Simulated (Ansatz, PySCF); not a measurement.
CH8Ge2, SMILES [CH2]([GeH3])[GeH3]. Atoms are numbered in the order given.

```xyz
11

Ge     1.5704     0.4979    -0.0236
C      0.2262    -0.9166    -0.1665
Ge    -1.6182    -0.3041     0.0604
H      2.9858    -0.0826    -0.2140
H      1.3220     1.5693    -1.1029
H      1.4868     1.1639     1.3634
H      0.4395    -1.6853     0.5930
H      0.3208    -1.3964    -1.1534
H     -1.9598     0.7441    -1.0162
H     -1.7907     0.3394     1.4499
H     -2.5984    -1.4871    -0.0663
```
Charge 0, spin multiplicity 1.

Geometry optimised at PBE0-D3(BJ)/def2-SVP.

Two levels are set side by side: PBE-D3(BJ)/def2-SVP (Ansatz, an electronic-structure program) and PBE0-D3(BJ)/def2-SVP (Ansatz). Each level has its own optimised geometry; the coordinates shown are those of the second. Frequencies come from the Hessian of PySCF at each geometry. Differences are taken from unrounded values.

```tsv
quantity	PBE0-D3(BJ)
mean bond length (Å)	1.536
bond Ge1–C2 (Å)	1.957
bond C2–Ge3 (Å)	1.957
bond Ge1–H4 (Å)	1.542
bond Ge1–H5 (Å)	1.541
bond Ge1–H6 (Å)	1.541
bond C2–H7 (Å)	1.101
bond C2–H8 (Å)	1.101
bond Ge3–H9 (Å)	1.541
bond Ge3–H10 (Å)	1.541
bond Ge3–H11 (Å)	1.542
highest harmonic wavenumber (cm⁻¹)	3159
mean harmonic wavenumber (cm⁻¹)	1196
zero-point energy (kcal/mol)	46.16
```

Question: What does PBE-D3(BJ) give, and how far is it from PBE0-D3(BJ)? (An estimate is asked for; the answer gives what the named calculation found.)

Answer: 
```json
[
 {"quantity": "mean bond length (Å)", "PBE-D3(BJ)": "1.548", "PBE-D3(BJ) minus PBE0-D3(BJ)": "0.011"},
 {"quantity": "bond Ge1–C2 (Å)", "PBE-D3(BJ)": "1.972", "PBE-D3(BJ) minus PBE0-D3(BJ)": "0.015"},
 {"quantity": "bond C2–Ge3 (Å)", "PBE-D3(BJ)": "1.972", "PBE-D3(BJ) minus PBE0-D3(BJ)": "0.015"},
 {"quantity": "bond Ge1–H4 (Å)", "PBE-D3(BJ)": "1.553", "PBE-D3(BJ) minus PBE0-D3(BJ)": "0.012"},
 {"quantity": "bond Ge1–H5 (Å)", "PBE-D3(BJ)": "1.552", "PBE-D3(BJ) minus PBE0-D3(BJ)": "0.011"},
 {"quantity": "bond Ge1–H6 (Å)", "PBE-D3(BJ)": "1.552", "PBE-D3(BJ) minus PBE0-D3(BJ)": "0.011"},
 {"quantity": "bond C2–H7 (Å)", "PBE-D3(BJ)": "1.109", "PBE-D3(BJ) minus PBE0-D3(BJ)": "0.008"},
 {"quantity": "bond C2–H8 (Å)", "PBE-D3(BJ)": "1.109", "PBE-D3(BJ) minus PBE0-D3(BJ)": "0.008"},
 {"quantity": "bond Ge3–H9 (Å)", "PBE-D3(BJ)": "1.552", "PBE-D3(BJ) minus PBE0-D3(BJ)": "0.011"},
 {"quantity": "bond Ge3–H10 (Å)", "PBE-D3(BJ)": "1.552", "PBE-D3(BJ) minus PBE0-D3(BJ)": "0.011"},
 {"quantity": "bond Ge3–H11 (Å)", "PBE-D3(BJ)": "1.553", "PBE-D3(BJ) minus PBE0-D3(BJ)": "0.012"},
 {"quantity": "highest harmonic wavenumber (cm⁻¹)", "PBE-D3(BJ)": "3074", "PBE-D3(BJ) minus PBE0-D3(BJ)": "-85"},
 {"quantity": "mean harmonic wavenumber (cm⁻¹)", "PBE-D3(BJ)": "1155", "PBE-D3(BJ) minus PBE0-D3(BJ)": "-41"},
 {"quantity": "zero-point energy (kcal/mol)", "PBE-D3(BJ)": "44.57", "PBE-D3(BJ) minus PBE0-D3(BJ)": "-1.59"}
]
```

Exact exchange shortens and stiffens bonds; PBE has none. Differences between two approximate levels are no errors against the true value.
